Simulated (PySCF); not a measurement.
Species: C4H10O2Si.
Structure used (GFN2-xTB), in Å, numbered top down from 1:
```xyz
17
C4H10O2Si angstrom
C     -0.669    1.662    0.539
Si    -0.230   -0.095   -0.039
C     -1.609   -0.903   -1.062
C      0.373   -1.194    1.391
O      1.002    0.007   -1.205
C      2.187    0.506   -0.988
O      2.587    0.960    0.043
H     -1.499    1.660    1.238
H     -0.947    2.295   -0.301
H      0.179    2.127    1.033
H     -2.495   -1.048   -0.454
H     -1.309   -1.874   -1.443
H     -1.889   -0.291   -1.913
H     -0.403   -1.348    2.134
H      0.685   -2.172    1.032
H      1.225   -0.739    1.889
H      2.805    0.458   -1.904
```

The calculation used TDDFT PBE0/def2-SVPD, vertical, gas phase, core orbitals frozen in the response in PySCF 2.14.0, density-fitted response routines.

Transition dipole moments from the ground state, in atomic units and in the frame of the coordinates above (overall signs are arbitrary), for the states with f of 0.002 or more among the lowest 8:

```tsv
state	E (eV)	μx	μy	μz
S2	7.530	-0.403	-0.081	0.235
S3	7.577	-0.057	0.141	-0.039
S4	7.759	-0.385	-0.174	-0.116
S5	7.973	0.182	-0.496	0.151
S6	8.128	-0.265	-0.216	-0.384
S7	8.333	0.034	-0.090	0.026
S8	8.390	-0.161	0.061	0.401
```

(1) Work out the oscillator strengths.

(2) What is the point group, and which symmetry does each of these states have?

(3) Which bond between heavy atoms lies closest to the direction of the S5 transition dipole?

(4) What angle do the transition dipoles of S4 and S8 make?

(5) How is the summed strength of these states shared among x, y and z?

(6) What peak molar absorption coefficient would the strongest computed level give as a lone Gaussian band 0.4 eV wide at half height?

## Answers

(1) f = (2/3) ΔE |μ|² with ΔE in hartree (27.2114 eV).

```tsv
state	|μ|² (au)	|μ| (D)	f
S2	0.225	1.20	0.041
S3	0.024	0.40	0.005
S4	0.192	1.11	0.036
S5	0.303	1.40	0.059
S6	0.265	1.31	0.053
S7	0.010	0.25	0.002
S8	0.190	1.11	0.039
```

(2) Cs. From a totally symmetric ground state, an allowed state transforms like the component of the dipole operator along its μ. Polarised normal to the mirror plane, so A″: S3, S5 and S7. Polarised in the mirror plane, so A′: S2, S4, S6 and S8.

(3) Si2–C4 and C1–Si2, at 34° from it; next C6–O7, Si2–C3, Si2–O5 and O5–C6 at 90°.

(4) |cos θ| = |μa·μb| / (|μa| |μb|) = 0.03, so θ ≈ 89° (taken between 0 and 90°, since the signs are arbitrary).

(5) (2/3) Σ ΔE μα² gives 0.085 for x, 0.071 for y and 0.080 for z, 0.235 in all.

(6) ε(max) = 2.175×10⁸ f / FWHM, with the width in cm⁻¹. S5: 2.175×10⁸ × 0.0591 / 3226 ≈ 4000 L mol⁻¹ cm⁻¹.

Hardware: an Arm Neoverse V2 with one thread, shared host. Cost: 42 s of wall time.

One conformer stands for the species.
